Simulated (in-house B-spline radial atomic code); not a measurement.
Radial electron density of the niobium ion Nb⁵⁺, [Ne] 3s2 3p5 3d10 4s2 4p6 5f1. Level of theory: scalar-relativistic (X2C) HSE06, spin-polarised, spherical fractional occupations, exact exchange averaged over the configuration, Fermi nucleus of rms radius 4.324 fm; calculated with an all-electron radial atomic-structure program (B-spline basis).

One-electron X2C: radii and densities carry no picture-change correction, so inner-shell <1/r> comes out high (for 1s by about 2 % at Z = 33, 5 % at 54, 10 % at 75, 30 % at 118) and <r> low.

Columns: r (bohr), 4πr²n(r) (electrons per bohr), bar.

```
 0.00118    1.387 #
 0.00147    2.001 #
 0.00183    2.869 ##
 0.00228    4.092 ###
 0.00284    5.788 ####
 0.00353    8.079 ######
  0.0044    11.18 ########
 0.00549    15.24 ###########
 0.00684    20.33 ##############
 0.00852    26.42 ##################
  0.0106    33.23 #######################
  0.0132    40.25 ############################
  0.0165    46.58 #################################
  0.0205    50.74 ###################################
  0.0256    51.87 ####################################
  0.0319    49.69 ###################################
  0.0397    45.72 ################################
  0.0495    43.06 ##############################
  0.0617     45.1 ###############################
  0.0769    52.47 #####################################
  0.0958    60.86 ##########################################
   0.119    63.06 ############################################
   0.149    55.34 #######################################
   0.185    43.91 ###############################
   0.231    38.85 ###########################
   0.288    43.13 ##############################
   0.359     46.3 ################################
   0.447    38.44 ###########################
   0.557    23.56 ################
   0.694    13.18 #########
   0.865    10.65 #######
    1.08    9.946 #######
    1.34    6.831 #####
    1.67    2.948 ##
    2.09   0.7167 #
     2.6  0.09164 
    3.24   0.1131 
    4.03   0.2879 
    5.03   0.2797 
    6.27   0.1121 
    7.81   0.0188 
    9.73 0.001051 
    12.1 1.906e-05 
    15.1 9.31e-08
```

On this grid the curve has 4 maxima, near 0.0256, 0.119, 0.359, 4.03 bohr.

The 3p up radial function P(r) = rR(r), positive near the nucleus:

| r (bohr) | P |
| --- | --- |
| 0.00118 | 0.00182 |
| 0.00183 | 0.003875 |
| 0.00284 | 0.008366 |
| 0.0044 | 0.0181 |
| 0.00684 | 0.03919 |
| 0.0106 | 0.08295 |
| 0.0165 | 0.1709 |
| 0.0256 | 0.3296 |
| 0.0397 | 0.5739 |
| 0.0617 | 0.8413 |
| 0.0958 | 0.8859 |
| 0.149 | 0.3264 |
| 0.231 | -0.8204 |
| 0.359 | -1.632 |
| 0.557 | -1.248 |
| 0.865 | -0.4021 |
| 1.34 | -0.04416 |
